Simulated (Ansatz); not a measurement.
The inner images of a band of AlClF2H4O2Zr (11 atoms, charge 0, multiplicity 1) are given out of order.

These are results of Ansatz 0.2.0, RHF/def2-SVP, not measurements.

Image 0:

```xyz
11
Properties=species:S:1:pos:R:3
Zr 0.372 -0.077 0.220
Cl 1.165 1.206 2.104
F 1.628 0.447 -1.111
O -1.368 0.589 -0.094
H -2.210 0.978 -0.255
F 0.083 -1.942 -0.832
O 0.529 -1.822 1.476
Al 0.217 -3.294 0.374
H 1.528 -4.130 0.138
H -1.199 -3.930 0.640
H 0.752 -1.810 2.397
```

Image 6:

```xyz
11
Properties=species:S:1:pos:R:3
Zr 0.164 -0.391 -0.844
Cl 1.002 -0.022 2.802
F 1.802 0.595 -0.626
O -1.368 0.570 -0.197
H -2.094 1.084 0.106
F -0.066 -0.660 -2.732
O 0.305 -2.142 -0.031
Al 0.509 -3.593 0.836
H 1.210 -4.823 0.153
H -0.045 -3.645 2.314
H 0.078 -0.759 3.276
```

Task: Put them in order from the first end to the last, with their energies above the first end.
A.
```xyz
11
Properties=species:S:1:pos:R:3
Zr 0.144 -0.388 -0.558
Cl 0.902 0.395 2.663
F 1.768 0.614 -0.783
O -1.395 0.680 -0.152
H -2.111 1.252 0.055
F -0.194 -1.199 -2.260
O 0.342 -1.959 0.601
Al 0.432 -3.635 0.931
H 1.031 -4.590 -0.162
H -0.076 -4.126 2.338
H 0.655 -0.827 2.384
```
B.
```xyz
11
Properties=species:S:1:pos:R:3
Zr 0.286 -0.072 -0.091
Cl 0.811 0.754 2.217
F 1.727 0.775 -1.011
O -1.390 0.807 -0.278
H -2.137 1.372 -0.186
F -0.026 -1.581 -1.301
O 0.541 -1.917 1.156
Al 0.366 -3.648 0.836
H 1.122 -4.334 -0.337
H -0.419 -4.345 2.002
H 0.617 -1.595 2.050
```
C.
```xyz
11
Properties=species:S:1:pos:R:3
Zr 0.317 -0.104 0.122
Cl 0.729 0.990 2.245
F 1.736 0.553 -0.962
O -1.326 0.737 -0.321
H -2.076 1.308 -0.327
F -0.134 -1.985 -0.817
O 0.696 -1.845 1.345
Al 0.252 -3.371 0.435
H 1.336 -4.224 -0.312
H -0.808 -4.102 1.369
H 0.776 -1.742 2.281
```
D.
```xyz
11
Properties=species:S:1:pos:R:3
Zr 0.171 -0.266 -0.355
Cl 0.927 0.274 2.391
F 1.710 0.718 -0.921
O -1.421 0.755 -0.125
H -2.158 1.315 0.040
F -0.207 -1.315 -1.909
O 0.423 -1.902 0.871
Al 0.442 -3.626 1.012
H 0.981 -4.464 -0.197
H -0.062 -4.222 2.374
H 0.694 -1.054 1.877
```
E.
```xyz
11
Properties=species:S:1:pos:R:3
Zr 0.181 -0.375 -0.665
Cl 0.871 0.273 2.654
F 1.824 0.626 -0.652
O -1.367 0.647 -0.163
H -2.100 1.189 0.068
F -0.073 -0.894 -2.494
O 0.319 -2.061 0.292
Al 0.481 -3.663 0.848
H 1.159 -4.744 -0.069
H -0.061 -3.975 2.297
H 0.265 -0.808 2.940
```

Result: C (+0.29 eV), B (+1.27 eV), D (+2.44 eV), A (+2.11 eV), E (+2.04 eV).

Run time: 4 min on 4 threads of Arm Neoverse V2 (shared host), peak memory 0.42 GiB.
